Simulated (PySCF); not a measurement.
# Simulated absorption spectrum

Compound: isobutyl formate, C5H10O2.
Geometry (GFN2-xTB, Å), atoms numbered from 1 in this order:
```xyz
17
C5H10O2 angstrom
C     -1.021   -1.329    0.251
C     -0.485    0.100    0.268
C     -1.605    1.106    0.020
C      0.606    0.275   -0.793
O      1.728   -0.583   -0.555
C      2.646   -0.152    0.287
O      2.657    0.890    0.874
H     -0.218   -2.042    0.418
H     -1.769   -1.461    1.028
H     -1.480   -1.547   -0.711
H     -0.036    0.304    1.246
H     -2.055    0.940   -0.957
H     -2.377    0.998    0.777
H     -1.226    2.124    0.058
H      0.954    1.313   -0.804
H      0.234   -0.006   -1.781
H      3.438   -0.917    0.365
```

The calculation used PySCF, TDDFT B3LYP/def2-SVPD, vertical, gas phase, core orbitals frozen in the response.

Broadening: Gaussians 0.25 eV wide at half height, area fixed by f = 4.319×10⁻⁹ ∫ε dν̃. The width is an assumption, not a result. The curve ends short of the highest state used, and states not computed would add to its high-energy end.

E (eV), ε (L mol⁻¹ cm⁻¹) and a bar:
```
     5.52          0 
     5.60          3 
     5.68         22 
     5.76         77 
     5.84        157 #
     5.92        180 #
     6.00        117 
     6.08         43 
     6.16          9 
     6.24          1 
     6.32          0 
     6.39          0 
     6.47          0 
     6.55          0 
     6.63          0 
     6.71          0 
     6.79          0 
     6.87          0 
     6.95          0 
     7.03          0 
     7.11          1 
     7.18         14 
     7.26        151 #
     7.34        913 ####
     7.42       3142 ############
     7.50       6243 ########################
     7.58       7645 ##############################
     7.66       7132 ############################
     7.74       6609 ##########################
     7.82       5415 #####################
```

Task: Where are the band maxima, and which computed states make them?

Result: 210 nm (5.90 eV), ε about 180, made up of S1 (100%); 163 nm (7.58 eV), ε about 7600, made up of S2 (86%) and S3 (14%) (ε in L mol⁻¹ cm⁻¹; maxima over ε = 5, shares over 10%). The states used: S1 5.90 eV (f 0.0017); S2 7.55 eV (f 0.064); S3 7.78 eV (f 0.050); S4 7.96 eV (f 0.0013); S5 8.11 eV (f 0.021); S6 8.16 eV (f 0.027); S7 8.33 eV (f 0.0003); S8 8.42 eV (f 0.0029).

Task: Coming from long wavelengths, where does ε first pass 100 L mol⁻¹ cm⁻¹?

Result: At about 214 nm (5.78 eV), 0.12 eV below S1.

Task: On this curve, what absorbance would a 10⁻³ mol/L sample give at 222 nm over a 1 cm path?

Result: 222 nm is 5.585 eV, where ε is about 2.3 L mol⁻¹ cm⁻¹, so A = ε c l ≈ 0.0023 (Beer–Lambert, with the gas-phase spectrum and the assumed width).

Task: What would ε be at 7.58 eV, the highest of these maxima, with half the width (0.125 eV)?

Result: About 12100 L mol⁻¹ cm⁻¹ against 7650, a factor of about 1.6; a lone state at its own centre would give exactly 2.

One conformer stands for the species.
